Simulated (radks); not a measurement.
Results of a calculation; reference values are marked as such.
Spherical quantum dot in the effective-mass picture: electrons in a parabolic well V = omega^2 r^2 / 2 with omega = 0.135, all in effective atomic units (hartree* = m*/eps^2 hartree, bohr* = eps/m* bohr), one dielectric constant everywhere. Level of theory: non-relativistic Kohn-Sham, PBEsol, spin-polarised, spherical densities (a radial shooting solver with Libxc functionals). Levels are named by radial order and angular momentum (1s, 1p, 1d, 2s, ...), and open shells are averaged over m. Each electron was tried in the lowest free levels, single moves between levels near the top were tried too, and the lowest total energy was kept; such a search can miss a lower state. The series stops at N = 8: beyond it a trial failed or the search could not be trusted, so later rows were left out. At N = 1 the Hartree and exchange-correlation terms need not cancel, so that row can carry a self-interaction error.

N	open shells	2S	E (hartree*)	addition energy mu(N+1) - mu(N) (hartree*)	e(HOMO) (hartree*)	rms radius (bohr*)
1	1s(up 1, down 0)	1	0.204535	0.2400	0.30612	3.366
2	none	0	0.649040	0.2592	0.53182	3.884
3	1p(up 1, down 0)	1	1.35273	0.1494	0.77842	4.481
4	1p(up 2, down 0)	2	2.20587	0.1464	0.92718	4.877
5	1p(up 3, down 0)	3	3.20540	0.1721	1.0710	5.194
6	1p(up 3, down 1)	2	4.37709	0.1264	1.2347	5.490
7	1p(up 3, down 2)	1	5.67517	0.1257	1.3613	5.745
8	none	0	7.09897	-	1.4858	5.976

All shells are closed at N = 2, 8 (there: 1s2 1p6); the second difference of the energy has clear peaks (12 % above both neighbours; the first and last values, which can be the largest, are not judged, and half-filled shells can peak too) at N = 5.
